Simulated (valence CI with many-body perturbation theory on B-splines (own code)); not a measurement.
# Pb33+: calculated level list

Computed by relativistic CI+MBPT: three valence electrons over a frozen Dirac-Fock core [Kr] 4d10, radial functions for each j: 7 s, 7 p, 7 d, 7 f, 4 g, 2 h, with the one-electron correlation potential Σ1, the two-electron term Σ2, the three-electron term Σ3, Breit, model QED; selected CI, second order for the rest, scaled by the run's own slope (own B-spline code, finite nucleus).

No measured spectrum was set against this ion. As an estimate, large intervals hold to a few tenths of a per cent, small ones and those within an open d or f shell to about a per cent. Excitations out of the core, of the other parity, are not computed and may begin above about 198 eV (a cautious bound); beyond it only levels of the ground parity were kept, without lifetimes.

Levels 46 to 90 of 110, with energies above the lowest level, (4f5/2^3) J=9/2. "Leading %" is the weight of the configuration and term that name the level; weights of strongly mixed levels are sums over their largest components and can fall short. In the jj column 3d3/2^4 stands for four electrons in 3d with j = 3/2.

| No. | Configuration | Term | J | E (cm⁻¹) | Leading % | Leading jj | g |
| --- | --- | --- | --- | --- | --- | --- | --- |
| 46 | 4f²5p | ⁴I° | 11/2 | 2340300 | 52 | 4f5/2 4f7/2 5p1/2 (100 %) | 0.998 |
| 47 | 4f²5p | ⁴H° | 9/2 | 2341900 | 35 | 4f5/2 4f7/2 5p1/2 (100 %) | 1.048 |
| 48 | 4f²5p | ⁴G° | 7/2 | 2352700 | 35 | 4f5/2 4f7/2 5p1/2 (99 %) | 1.040 |
| 49 | 4f²5p | ⁴F° | 5/2 | 2356700 | 38 | 4f5/2 4f7/2 5p1/2 (100 %) | 1.136 |
| 50 | 4f²5p | ²H° | 9/2 | 2357400 | 36 | 4f5/2 4f7/2 5p1/2 (99 %) | 1.037 |
| 51 | 4f²5p | ²F° | 7/2 | 2362700 | 36 | 4f5/2 4f7/2 5p1/2 (99 %) | 1.099 |
| 52 | 4f²5p | ²I° | 13/2 | 2380200 | 39 | 4f5/2 4f7/2 5p1/2 (66 %) | 1.086 |
| 53 | 4f²5p | ⁴D° | 1/2 | 2380900 | 48 | 4f5/2^2 5p1/2 (90 %) | 0.674 |
| 54 | 4f²5p | ⁴G° | 11/2 | 2381000 | 46 | 4f5/2 4f7/2 5p1/2 (56 %) | 1.161 |
| 55 | 4f²5p | ²D° | 3/2 | 2393300 | 30 | 4f5/2 4f7/2 5p1/2 (88 %) | 1.228 |
| 56 | 4f²5p | ²F° | 5/2 | 2396800 | 35 | 4f5/2 4f7/2 5p1/2 (90 %) | 1.061 |
| 57 | 4f²5p | ⁴P° | 1/2 | 2409300 | 45 | 4f5/2 4f7/2 5p1/2 (100 %) | 1.724 |
| 58 | 4f²5p | ²F° | 7/2 | 2416500 | 33 | 4f7/2^2 5p1/2 (100 %) | 1.188 |
| 59 | 4f²5p | ⁴D° | 3/2 | 2417700 | 51 | 4f5/2 4f7/2 5p1/2 (99 %) | 1.265 |
| 60 | 4f²5p | ²G° | 9/2 | 2420600 | 35 | 4f7/2^2 5p1/2 (100 %) | 1.080 |
| 61 | 4f²5p | ²H° | 11/2 | 2428600 | 48 | 4f7/2^2 5p1/2 (56 %) | 1.048 |
| 62 | 4f²5p | ²K° | 13/2 | 2431000 | 48 | 4f7/2^2 5p1/2 (66 %) | 1.019 |
| 63 | 4f²5p | ²P° | 3/2 | 2460100 | 29 | 4f7/2^2 5p1/2 (95 %) | 1.406 |
| 64 | 4f²5p | ²F° | 5/2 | 2462100 | 33 | 4f7/2^2 5p1/2 (95 %) | 1.133 |
| 65 | 4f²5p | ²P° | 1/2 | 2545600 | 87 | 4f7/2^2 5p1/2 (90 %) | 0.662 |
| 66 | 4f²5p | ⁴H° | 7/2 | 2684100 | 39 | 4f5/2^2 5p3/2 (98 %) | 0.847 |
| 67 | 4f²5p | ²H° | 9/2 | 2685300 | 33 | 4f5/2^2 5p3/2 (96 %) | 0.910 |
| 68 | 4f²5p | ²I° | 11/2 | 2699800 | 36 | 4f5/2^2 5p3/2 (96 %) | 0.992 |
| 69 | 4f²5p | ⁴G° | 5/2 | 2700000 | 78 | 4f5/2^2 5p3/2 (98 %) | 0.645 |
| 70 | 4f²5p | ⁴D° | 1/2 | 2712000 | 76 | 4f5/2^2 5p3/2 (94 %) | 0.168 |
| 71 | 4f²5p | ⁴F° | 3/2 | 2712900 | 35 | 4f5/2^2 5p3/2 (93 %) | 0.846 |
| 72 | 4f²5p | ²G° | 7/2 | 2723400 | 32 | 4f5/2^2 5p3/2 (92 %) | 0.996 |
| 73 | 4f²5p | ⁴F° | 5/2 | 2725000 | 41 | 4f5/2^2 5p3/2 (86 %) | 0.979 |
| 74 | 4f²5p | ⁴G° | 9/2 | 2738700 | 40 | 4f5/2 4f7/2 5p3/2 (100 %) | 1.038 |
| 75 | 4f²5p | ⁴H° | 11/2 | 2740400 | 45 | 4f5/2 4f7/2 5p3/2 (96 %) | 1.060 |
| 76 | 4f²5p | ⁴I° | 13/2 | 2748400 | 71 | 4f5/2 4f7/2 5p3/2 (97 %) | 1.114 |
| 77 | 4f²5p | ⁴G° | 7/2 | 2753500 | 44 | 4f5/2 4f7/2 5p3/2 (99 %) | 1.013 |
| 78 | 4f²5p | ⁴G° | 11/2 | 2757000 | 45 | 4f5/2 4f7/2 5p3/2 (92 %) | 1.137 |
| 79 | 4f²5p | ²F° | 7/2 | 2759000 | 35 | 4f5/2 4f7/2 5p3/2 (97 %) | 1.085 |
| 80 | 4f²5p | ⁴D° | 3/2 | 2759000 | 52 | 4f5/2 4f7/2 5p3/2 (98 %) | 0.984 |
| 81 | 4f²5p | ²G° | 9/2 | 2761400 | 35 | 4f5/2 4f7/2 5p3/2 (97 %) | 1.141 |
| 82 | 4f²5p | ²F° | 5/2 | 2762000 | 39 | 4f5/2 4f7/2 5p3/2 (98 %) | 1.073 |
| 83 | 4f²5p | ⁴G° | 9/2 | 2765500 | 53 | 4f5/2 4f7/2 5p3/2 (98 %) | 1.119 |
| 84 | 4f²5p | ²F° | 5/2 | 2767900 | 45 | 4f5/2 4f7/2 5p3/2 (95 %) | 0.979 |
| 85 | 4f²5p | ²G° | 7/2 | 2773600 | 36 | 4f5/2 4f7/2 5p3/2 (98 %) | 1.044 |
| 86 | 4f²5p | ²I° | 13/2 | 2780700 | 54 | 4f5/2 4f7/2 5p3/2 (71 %) | 1.116 |
| 87 | 4f²5p | ²H° | 11/2 | 2783400 | 46 | 4f5/2 4f7/2 5p3/2 (71 %) | 1.121 |
| 88 | 4f²5p | ⁴I° | 15/2 | 2786000 | 85 | 4f5/2 4f7/2 5p3/2 (50 %) | 1.176 |
| 89 | 4f²5p | ⁴S° | 3/2 | 2787800 | 32 | 4f5/2^2 5p3/2 (57 %) | 1.529 |
| 90 | 4f²5p | ²S° | 1/2 | 2790000 | 33 | 4f5/2 4f7/2 5p3/2 (92 %) | 1.401 |

Where two levels of one J and parity lie close, their mixing, g and order are uncertain.
